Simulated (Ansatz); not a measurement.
**Which is lower?**

Two relaxed structures of ZnAlBH4, closed shell (PBE0-D4/def2-TZVP; forces vanish, vibrations not checked).

A:

```json
{"atom": "Al1", "x (Å)": "-0.2764", "y (Å)": "0.0775", "z (Å)": "0.8317"}
{"atom": "B2", "x (Å)": "-0.8919", "y (Å)": "1.0470", "z (Å)": "-0.9298"}
{"atom": "Zn3", "x (Å)": "1.5599", "y (Å)": "-1.6470", "z (Å)": "0.7916"}
{"atom": "H4", "x (Å)": "-1.7415", "y (Å)": "0.6027", "z (Å)": "-1.6544"}
{"atom": "H5", "x (Å)": "-0.3730", "y (Å)": "2.0524", "z (Å)": "-1.3348"}
{"atom": "H6", "x (Å)": "-0.9902", "y (Å)": "0.4460", "z (Å)": "2.2166"}
{"atom": "H7", "x (Å)": "2.7071", "y (Å)": "-2.7218", "z (Å)": "0.7549"}
```

B:

```xyz
7
angstrom
Al -0.8433 1.0010 -0.9281
B -0.1778 -0.0052 0.7821
Zn 1.3346 -1.4326 0.7834
H -1.9896 0.3781 -1.8466
H -0.1314 2.3433 -1.4149
H -0.6627 0.2144 1.8620
H 2.4700 -2.4991 0.7621
```

Ansatz 0.2.0; basis: def2-TZVPP; cores frozen in the correlated methods. The 3s and 3p shells of Cu and Zn are frozen; filled d shells are correlated. B3LYP uses VWN-RPA correlation.

Q: Which structure is lower at CCSD(T), and by how much? (An estimate is asked for; the value comes from the calculation.)

A: The calculation gives: A, by 0.349 eV (electronic energy, against the other). By their contacts, A is ZnAlBH₄ ([BH2][AlH][ZnH]) and B is ZnAlBH₄ ([AlH2][BH][ZnH]).

All methods give the same order:

```
   method  E(B) − E(A) (eV)
   PBE-D4             0.386
r2SCAN-D4             0.356
  PBE0-D4             0.396
 B3LYP-D4             0.379
  wB97M-V             0.340
       HF             0.459
      MP2             0.310
     CCSD             0.363
  CCSD(T)             0.349
```

The T1 diagnostic stays at or below 0.016.

Labels in which every atom is bracketed show which atoms are joined, not bond orders.

For scale, one of the runs: CCSD(T)/def2-TZVPP, 193 basis functions, launched by `ansatz run in.yaml --threads 2 --pin off --events-out ev --progress --plain --max-ram 4352MiB`. Time: 64 s of wall clock on 2 CPU threads of an Arm Neoverse V1; the host was shared. Peak host memory: 1.9 GiB.
